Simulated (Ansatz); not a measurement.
One geometry of the cluster Li₄Te₂⁺, several levels of theory.

```yaml
crystal:
  periodic: [false, false, false]
  atoms:
    - {symbol: Li, position_ang: [-0.052330, -1.324859, -1.566507]}
    - {symbol: Li, position_ang: [-1.751305, 0.979714, 0.535308]}
    - {symbol: Li, position_ang: [1.416977, 1.666143, -0.671398]}
    - {symbol: Li, position_ang: [0.648167, -2.114404, 2.734484]}
    - {symbol: Te, position_ang: [-0.855031, 1.151935, -1.933471]}
    - {symbol: Te, position_ang: [0.593522, -0.358528, 0.901594]}
basis:
  gaussian: {orbitals: def2-TZVP, initial_orbitals: start.molden}
total_charge: 1
magnetization: {spin_polarized: true, initial_magnetization: 1}
hamiltonian: {xc: {name: revPBE}, dispersion: d4}
scf: {omitted_lower_state_checks: [starts]}
output: {orbitals: {seedname: orbitals}}
```

The file start.molden holds the orbitals of an earlier run on this structure, at another level or in another basis.

```sh
$ ansatz run in.yaml --threads 4 --pin off --events-out ev --progress --plain --max-ram 3916MiB
```

It prints (some lines left out):

```
Functional definition: revPBE
1288 factors; their error is unknown
mean field evaluation 1: about -15408.3798 eV, gradient 6.2e0 eV
mean field evaluation 2: about -15408.4357 eV, gradient 1.1e-1 eV
mean field evaluation 4: about -15408.1927 eV, gradient 2.6e-3 eV
mean field -15408.19266649 eV, -566.2406364453 hartree, gradient 5.5e-5 eV, S^2 0.753055; 0 other end points of the search recorded, 0 dependent functions left out
reference -15408.19274323 eV, -566.2406392654 hartree; 30, 29 occupied and 126, 127 virtual orbitals, 1288 factors
Total energy: -15408.56010276 eV, -566.2541394794 hartree
Checks for a lower state left out: starts
```

Hardware: 4 threads of AMD EPYC 9B45 on a shared host. Wall time 1 s.

As the first input, with `hamiltonian: {xc: {text: "exchange = 0.85*pbe_x + 0.15*exact_x\ncorrelation = pbe_c"}}` (abridged; 1.4 s):

```
Functional definition: unnamed
mean field -15404.00326697 eV, -566.0866788526 hartree, gradient 2.1e-5 eV, S^2 0.754255
Total energy: -15404.00331876 eV, -566.0866807558 hartree
Checks for a lower state left out: starts
```

First input, but with `hamiltonian: {xc: {text: "exchange = 0.90*pbe_x + 0.10*exact_x\ncorrelation = pbe_c"}}` (abridged; 1.3 s):

```
Functional definition: unnamed
mean field -15403.67733660 eV, -566.0747011325 hartree, gradient 3.8e-5 eV, S^2 0.753660
Total energy: -15403.67739153 eV, -566.0747031512 hartree
Checks for a lower state left out: starts
```

First input, but with `hamiltonian: {xc: {name: LC-wPBE}}` (abridged; 2 s):

```
Functional definition: LC-wPBE
mean field -15406.28817576 eV, -566.1706477020 hartree, gradient 1.3e-5 eV, S^2 0.761532
Total energy: -15406.28817577 eV, -566.1706477025 hartree
Checks for a lower state left out: starts
```

As the first input, with `hamiltonian: {xc: {text: "exchange = 0.95*pbe_x + 0.05*exact_x\ncorrelation = pbe_c"}}` (abridged; 1.4 s):

```
Functional definition: unnamed
mean field -15403.35792431 eV, -566.0629629473 hartree, gradient 4.3e-5 eV, S^2 0.753108
Total energy: -15403.35798244 eV, -566.0629650835 hartree
Checks for a lower state left out: starts
```

As the first input, with `hamiltonian: {xc: {text: "exchange = 0.50*pbe_x + 0.50*exact_x\ncorrelation = pbe_c"}}` (abridged; 1.8 s):

```
Functional definition: unnamed
mean field -15406.45509541 eV, -566.1767818859 hartree, gradient 1.8e-5 eV, S^2 0.759049
Total energy: -15406.45512602 eV, -566.1767830109 hartree
Checks for a lower state left out: starts
```

First input, but with `hamiltonian: {xc: pbe0, dispersion: d4}`, `output: {forces: true, orbitals: {seedname: orbitals}}` (abridged; 1.9 s):

```
Functional definition: PBE0
mean field -15404.67444556 eV, -566.1113442109 hartree, gradient 1.9e-5 eV, S^2 0.755543
Total energy: -15404.84542343 eV, -566.1176275318 hartree
Atom 0 force    -0.000190     0.072960     0.067738 eV/Å
Atom 1 force     0.082281    -0.041459    -0.035268 eV/Å
Atom 2 force    -0.070933    -0.059378     0.007959 eV/Å
Atom 3 force     0.004200     0.035059    -0.029172 eV/Å
Atom 4 force     0.066122    -0.038704     0.097864 eV/Å
Atom 5 force    -0.081479     0.031524    -0.109121 eV/Å
Dipole moment:     0.339868    -1.321519     1.638031 e Å
Checks for a lower state left out: starts
```

Geometry: PBE-D4/def2-SVP.

In the def2 sets Te takes a core potential; there is no spin–orbit coupling. LC-ωPBE has ω = 0.4 bohr⁻¹. The structure comes from a short search, and lower isomers may exist.
